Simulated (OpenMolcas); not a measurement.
Re5+ among 2 point charges of -2 e arranged as a linear pair (D∞h).

```yaml
Program: OpenMolcas
Method: "SS-CASPT2, IPEA 0.25 Eh, imaginary shift 0.1 Eh (closed shells correlated: 5s 5p)"
Basis: ANO-RCC-VDZP [7s6p4d2f1g]
Scalar_Hamiltonian: DKH2, point nucleus
Active_space: 2 electrons in 5 orbitals (5d)
State_averaging: 2S+1 = 3 even, 10 roots; 2S+1 = 1 even, 15 roots
Spin-orbit_coupling: state interaction with AMFI integrals over the reference wave functions
```

All point charges move together. At R = 1.64 Å the first state of the same spin is 15820 cm-1, and at R = 1.95 Å it is 7460 cm-1.

**Question.** A third run gives 10400 cm-1. What distance was it run at?

**Answer.** With a power law R^-n the two known points give n = -ln(7460 / 15820) / ln(1.95 / 1.64) = 4.34. Then R = 1.64 × (15820 / 10400)^(1/4.34) = 1.806 Å. The run was at 1.82 Å, so the estimate is off by -0.014 Å.

Free-ion shares, where given, are those of the reference states; single-state CASPT2 does not remix them. Spin-orbit coupling mixes the spin-free states strongly: the lowest level takes only 68 % from its leading state, 3Σ (figures for R = 1.64; the like holds for R = 1.82, R = 1.95). Point charges carry no covalency, so the field is a model and not that of real ligands. No measured value stands beside these numbers.
